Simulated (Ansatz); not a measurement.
Basis sets compared for Ge₂C (the lowest singlet isomer of a short search). Total charge 0; singlet. Geometry r2SCAN-D4/def2-TZVP. Ansatz on 4 threads of Arm Neoverse V1 on a shared host; times are rough, and most runs start from earlier orbitals.

Cartesian coordinates in Å:
```
Ge -1.524 -0.458 0.096
Ge 1.530 0.026 -0.448
C -0.006 0.432 0.352
```

The 6-31G sets use Cartesian d functions. B3LYP takes the VWN-RPA correlation. The structure comes from a short search, and lower isomers may exist.

Binding counts from free atoms (Ge triplet, C triplet) in the same basis, without a counterpoise term.

```csv
level,functions,energy (Eh),HOMO (eV),LUMO (eV),binding per atom (eV),wall time
HF/STO-3G,41,-4140.7520,-5.21,4.54,2.55,0.15 s
HF/6-31G,67,-4187.8244,-8.80,0.15,1.52,0.35 s
HF/def2-TZVP,127,-4188.5286,-8.84,0.41,1.76,0.7 s
PBE-D4/def2-SVP,78,-4190.8182,-5.90,-3.22,3.49,0.45 s
PBE-D4/def2-TZVP,127,-4191.3828,-5.87,-3.21,3.48,0.75 s
r2SCAN-D4/def2-TZVP (with forces),127,-4192.0024,-6.16,-3.21,3.29,2.3 s
B3LYP-D4/6-31G,67,-4191.4247,-6.72,-2.74,3.15,0.65 s
B3LYP-D4/def2-TZVP,127,-4192.1477,-6.74,-2.67,3.25,1.1 s
PBE0-D4/def2-SVP,78,-4190.9112,-6.99,-2.53,3.27,0.7 s
PBE0-D4/def2-TZVP,127,-4191.4749,-6.94,-2.51,3.26,2.1 s
```

Task: Estimate the rows for PBE-D4/def2-TZVPD, r2SCAN-D4/def2-TZVPD, PBE0-D4/def2-TZVPD.

Result: 
| level | functions | energy (Eh) | HOMO (eV) | LUMO (eV) | binding per atom (eV) | wall time |
| --- | --- | --- | --- | --- | --- | --- |
| PBE-D4/def2-TZVPD | 145 | -4191.3838 | -5.90 | -3.24 | 3.48 | 1 s |
| r2SCAN-D4/def2-TZVPD | 145 | -4192.0033 | -6.17 | -3.22 | 3.29 | 2.5 s |
| PBE0-D4/def2-TZVPD | 145 | -4191.4758 | -6.96 | -2.53 | 3.26 | 1.4 s |
